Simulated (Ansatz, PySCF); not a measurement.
Reaction (SMILES): C[SiH](C)OC=O + C (CH4) + O (H2O) + 2 [SiH4] (SiH4) → C=O (CH2O) + CO (CH4O) [methanol] + 2 C[SiH3] [methylsilane] + O[SiH3] [hydroxysilane]
Each molecule is optimised on its own at B3LYP-D3(BJ)/def2-TZVP (Ansatz, a program for electronic structure), one conformer each, not searched for the lowest.

Property: bond separation energy (0 K, with B3LYP-D3(BJ) harmonic zero-point energies from PySCF), in kcal/mol. Cores are frozen in the correlated levels unless marked. Spin-orbit coupling is left out. No relativistic terms. CBS marks a two-point X^-3 extrapolation of the correlation energy; Hartree-Fock from the larger set. The bracket is a focal-point correction in the basis named.

```tsv
level	program	bond separation energy (kcal/mol)
revPBE-D4/def2-TZVPD	Ansatz + dftd4	42.5
r2SCAN/def2-TZVPD	Ansatz	43.1
r2SCAN-D3(BJ)/def2-TZVPD	Ansatz + dftd3	43.8
B97M-V/def2-TZVPD	Ansatz	___
B3LYP-D4/def2-TZVPD	Ansatz + dftd4	41.2
B3LYP/def2-TZVPD	Ansatz	38.1
PBE0-D4/def2-TZVPD	Ansatz + dftd4	___
HSE06-D3(BJ)/def2-TZVPD	Ansatz + dftd3	41.6
HSE06-D4/def2-TZVPD	Ansatz + dftd4	41.9
LC-wPBE-D4/def2-TZVPD	Ansatz + dftd4	___
B2GP-PLYP-D4/def2-TZVPD	Ansatz + dftd4	41.2
PBE-QIDH/def2-TZVPD	Ansatz	41.5
SCS-MP2/cc-pV(T+d)Z	Ansatz	38.8
CCSD/6-31G*	Ansatz	42.5
CCSD/aug-cc-pV(D+d)Z	Ansatz	40.0
RI-MP2/CBS(cc-pV(T+d)Z,cc-pV(Q+d)Z)+[CCSD(T)-MP2]/cc-pV(T+d)Z	Ansatz	___
```

Task: Some entries are withheld; supply them.

Result: 
- B97M-V/def2-TZVPD, bond separation energy (kcal/mol): 42.9
- PBE0-D4/def2-TZVPD, bond separation energy (kcal/mol): 42.0
- LC-wPBE-D4/def2-TZVPD, bond separation energy (kcal/mol): 42.4
- RI-MP2/CBS(cc-pV(T+d)Z,cc-pV(Q+d)Z)+[CCSD(T)-MP2]/cc-pV(T+d)Z, bond separation energy (kcal/mol): 40.1
